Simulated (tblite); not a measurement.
C₅H₈OS (charge +1 and doublet state).
Atom-mapped SMILES: `[CH3:1][C:2](=[S:3])[C@H:4]([CH3:5])[CH:6]=[O+:7]` (hydrogens: H8, H9, H10 on C1; H11 on C4; H12, H13, H14 on C5; H15 on C6)

A start from a force field or distance geometry was refined with GFN2-xTB geometry optimisation, gas phase in tblite. Values at the start:

```tsv
coordinate	start
C1–C2	1.493 Å
C1–H8	1.106 Å
C2=S3	1.428 Å
C2–C4	1.504 Å
C4–C5	1.532 Å
C4–C6	1.487 Å
C4–H11	1.108 Å
C5–H12	1.106 Å
C6=O7	1.226 Å
C6–H15	1.109 Å
C1–C2–S3	119.2°
C1–C2–C4	121.2°
C2–C4–C5	106.8°
C2–C4–C6	109.9°
S3–C2–C4	119.5°
C4–C6–O7	122.9°
C5–C4–C6	110.6°
```

**Question.** How do these coordinates change at the GFN2-xTB level?

**Answer.** 
```
coordinate  GFN2-xTB (Å or °)  change
     C2=S3              1.630  +0.202
     C6=O7              1.197  -0.029
     C4–C6              1.507  +0.020
    C5–H12              1.087  -0.019
     C1–C2              1.477  -0.016
     C1–H8              1.090  -0.016
    C6–H15              1.100  -0.009
    C4–H11              1.103  -0.005
     C4–C5              1.534  +0.002
     C2–C4              1.504   0.000
  C2–C4–C5              114.6    +7.8
  C1–C2–C4              118.4    -2.8
  C5–C4–C6              112.2    +1.6
  C1–C2–S3              120.7    +1.5
  S3–C2–C4              120.9    +1.4
  C2–C4–C6              109.3    -0.6
  C4–C6–O7              123.0    +0.1
```

The energy falls by 47.0 kcal/mol over 173 L-BFGS steps, the largest force on an atom goes from 14.12 to 0.009 eV/Å, and the atoms move by 1.251 Å rms after alignment. The bond that changes most is C2=S3 (ends: carbon bonded to 2 C and S; sulfur bonded to C), which lengthens by 0.202 Å. Bonds longer at the end by more than 0.005 Å: 2 of 14; shorter: 9. Among the dihedrals that turn most is C2–C4–C6–O7, from -120° to -9°. Rotational constants go from 3091, 1528, 1365 to 2632, 2416, 1324 MHz.

On one thread of an Arm Neoverse V1, shared host with 32 logical CPUs at a one-minute load of 29, this took 1.2 s of wall time.

Its GFN2-xTB frequencies are all real (lowest 22 cm⁻¹). 3 starts were optimised and ended at 0.00, 8.86 and 9.32 kcal/mol (GFN2-xTB); the lowest of these is shown.

One conformer stands for the species.

These are computed values.
